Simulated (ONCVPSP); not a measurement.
**Reading a pseudo-wave (F)**

Columns: radius, all-electron u(r) and pseudo u(r) of the 2s shell (level -38.26 eV) of fluorine in the configuration [He] 2s2 2p4.5; PW91, scalar-relativistic, ONCV scheme, ONCVPSP 4.0.1.

| r (bohr) | all-electron | pseudo |
| --- | --- | --- |
| 0.050 | -0.3890 | 0.0558 |
| 0.100 | -0.4562 | 0.1160 |
| 0.150 | -0.3561 | 0.1835 |
| 0.200 | -0.1776 | 0.2597 |
| 0.250 | 0.0282 | 0.3450 |
| 0.300 | 0.2322 | 0.4386 |
| 0.350 | 0.4192 | 0.5377 |
| 0.400 | 0.5813 | 0.6378 |
| 0.450 | 0.7167 | 0.7337 |
| 0.500 | 0.8247 | 0.8209 |
| 0.550 | 0.9074 | 0.8966 |
| 0.600 | 0.9675 | 0.9580 |
| 0.650 | 1.0072 | 1.0022 |
| 0.700 | 1.0298 | 1.0283 |
| 0.750 | 1.0380 | 1.0378 |
| 0.800 | 1.0345 | 1.0345 |
| 0.850 | 1.0214 | 1.0213 |
| 0.900 | 1.0007 | 1.0006 |
| 0.950 | 0.9741 | 0.9740 |
| 1.000 | 0.9430 | 0.9429 |
| 1.050 | 0.9086 | 0.9086 |
| 1.100 | 0.8720 | 0.8720 |
| 1.150 | 0.8340 | 0.8339 |
| 1.200 | 0.7952 | 0.7951 |
| 1.250 | 0.7562 | 0.7561 |
| 1.300 | 0.7174 | 0.7173 |

How many radial nodes do the two functions have?

The all-electron 2s function has n − l − 1 = 1; the pseudo-wave has 0, since the states of the same l below it are removed with the core.

At about which radius was the pseudo-wave matched?

0.80 bohr, where the columns begin to agree (steps of 0.05 bohr).

Is the pseudo-wave norm-conserving?

Yes: the ONCV scheme keeps the norm inside the radius equal to the all-electron one, which fixes the energy derivative of the logarithmic derivative at the level.
